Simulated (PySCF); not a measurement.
A structure optimised at PBE-D3(BJ)/def2-SVP, used in a PySCF frequency run:

```
O
C 1 1.4029
H 2 1.1138 1 110.59
H 2 1.1138 3 107.22 1 120.65
H 2 1.1149 3 107.54 4 115.40
Al 1 1.7048 2 135.48 3 -120.69
N 6 1.7670 1 119.47 2 180.00
H 7 1.0209 6 124.56 1 180.00
H 7 1.0213 8 110.85 6 180.00
Cl 6 2.1155 1 120.45 2 0.00
```
Charge 0, spin multiplicity 1.

### Question
Write its SMILES, formula and point group.

### Answer
C[O][Al]([NH2])[Cl], CH5AlClNO, Cs

### Question
What are its rotational constants (standard atomic weights)?

### Answer
3.3838, 2.3091, 1.3847 GHz
